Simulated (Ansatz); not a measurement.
Born–Oppenheimer molecular dynamics of CH$_{8}$N$_{2}$OSi (13 atoms, charge 0, multiplicity 1). It goes on from the last frame of an earlier run, with new velocities.

These are results of RKS PBE-D4/STO-3G (Ansatz 0.2.0), not measurements.

* ensemble: NVT, Langevin thermostat
* time step: 0.5 fs
* steps asked: 150
* set temperature: 200 K
* friction: 0.05 /fs
* seed: 520552

First frame:

```xyz
13
Properties=species:S:1:pos:R:3
Si 0.235 0.236 0.170
C 0.155 -0.247 2.017
H -0.416 0.556 2.458
H -0.216 -1.121 2.410
H 1.079 -0.162 2.401
N 1.440 -0.189 -0.974
H 1.541 -1.159 -1.505
H 2.384 0.346 -0.841
O -0.305 1.909 -0.234
H -0.696 2.009 0.830
N -1.048 -1.032 -0.636
H -0.715 -1.758 0.092
H -1.812 -0.807 0.105
```

(1) How far do the bonds stretch over the last three quarters of this one trajectory? (Pairs bonded in most of those frames.)

Results:

(1) 
| bond | mean (Å) | spread (Å) | shortest | longest |
| --- | --- | --- | --- | --- |
| Si1–C2 | 1.918 | 0.055 | 1.85 | 2.00 |
| Si1–N6 | 1.804 | 0.019 | 1.77 | 1.83 |
| Si1–O9 | 1.730 | 0.019 | 1.70 | 1.77 |
| Si1–N11 | 1.812 | 0.052 | 1.71 | 1.89 |
| C2–H3 | 1.108 | 0.017 | 1.06 | 1.16 |
| C2–H4 | 1.105 | 0.019 | 1.06 | 1.14 |
| C2–H5 | 1.105 | 0.030 | 1.05 | 1.16 |
| N6–H7 | 1.069 | 0.036 | 1.00 | 1.13 |
| N6–H8 | 1.066 | 0.026 | 1.02 | 1.12 |
| O9–H10 | 1.036 | 0.023 | 0.99 | 1.09 |
| N11–H12 | 1.067 | 0.025 | 1.02 | 1.12 |
| N11–H13 | 1.066 | 0.015 | 1.03 | 1.10 |

Mean temperature of the second half: 233 K. The mean temperature of the second half is 17 % above the set value. A run of 0.075 ps of so small a system gives no equilibrium averages. Limits of this set-up: minimal basis.

Run time: 3.2 min on 1 thread of Intel(R) Xeon(R) 6975P-C (Granite Rapids), on a shared host, peak memory 0.11 GiB.
